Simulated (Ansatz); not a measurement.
Process, species as SMILES: B=[N] (BH-N) → B=[N-] (an electron is taken up)
B3LYP-D3(BJ)/def2-TZVP geometries, fixed; electronic energies without zero-point terms; positive where energy is released.

The adiabatic electron affinity at MP2 with Ansatz (a first-principles code), in eV, split into its Hartree-Fock and correlation parts. Cores are frozen. Open shells are unrestricted. No added dispersion term, no relativity. Functions are those of the species that has most. These sets lack the diffuse functions that anions need.

```tsv
basis	X	functions	Hartree-Fock	MP2
cc-pVDZ	2	33	0.846	2.679
cc-pVTZ	3	74	1.038	3.101
cc-pVQZ	4	140	1.113	3.271
cc-pV5Z	5	237	1.146	3.349
```

Worked estimate of the basis-set limit from each neighbouring pair, with Hartree-Fock from the larger set and the correlation part extrapolated as X^-3.
Correlation parts: X = 2: 1.833, X = 3: 2.063, X = 4: 2.158, X = 5: 2.203.
- (2,3): (27·(2.063) - 8·(1.833))/19 = 2.160; with Hartree-Fock 1.038 the estimate is 3.198 eV.
- (3,4): (64·(2.158) - 27·(2.063))/37 = 2.227; with Hartree-Fock 1.113 the estimate is 3.340 eV.
- (4,5): (125·(2.203) - 64·(2.158))/61 = 2.250; with Hartree-Fock 1.146 the estimate is 3.396 eV.
The last two estimates differ by 0.056 eV; the largest set lies 0.047 from the last. Over the last step Hartree-Fock moves by 0.033 and the correlation part by 0.045.
